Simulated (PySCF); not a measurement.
## Orbital picture of RbI

r²SCANh at R = 3.233 Å; Rb def2-SVP with ECP28, I def2-SVP with ECP28; scalar-relativistic core potentials (PySCF 2.14). State: ¹Σ⁺ (singlet), closed shell. Only the outer orbitals are listed, counted within each symmetry, core potentials removing the inner ones.

```tsv
orbital	occ.	ε (eV)	on Rb (%)	main shells (%)
4σ	2	-35.15	100	100 Rb s
3π	2	-17.93	100	100 Rb p
3π	2	-17.93	100	100 Rb p
5σ	2	-17.85	96	96 Rb p
6σ	2	-15.36	4	96 I s
7σ	2	-5.11	7	93 I p
4π	2	-4.81	4	96 I p
4π	2	-4.81	4	96 I p
8σ	0	-1.29	98	84 Rb s, 14 Rb p
5π	0	-0.03	100	87 Rb p, 13 Rb d
5π	0	-0.03	100	87 Rb p, 13 Rb d
```

Which are the highest filled and the lowest empty level, where do they sit, and how wide is the gap?

Highest filled 4π at -4.81 eV (in %: 96 I p); lowest empty 8σ at -1.29 eV (in %: 84 Rb s, 14 Rb p); the gap at r²SCANh is 3.52 eV.

```json
{"bond order (Mayer)": "0.60", "⟨S²⟩": "0.000", "charge on Rb (Mulliken, basis-dependent)": "0.68", "charge on Rb (Löwdin, basis-dependent)": "0.42", "dipole moment (positive dipole means Rb(−)I(+))": "-12.08 D"}
```

Spin–orbit coupling is left out.
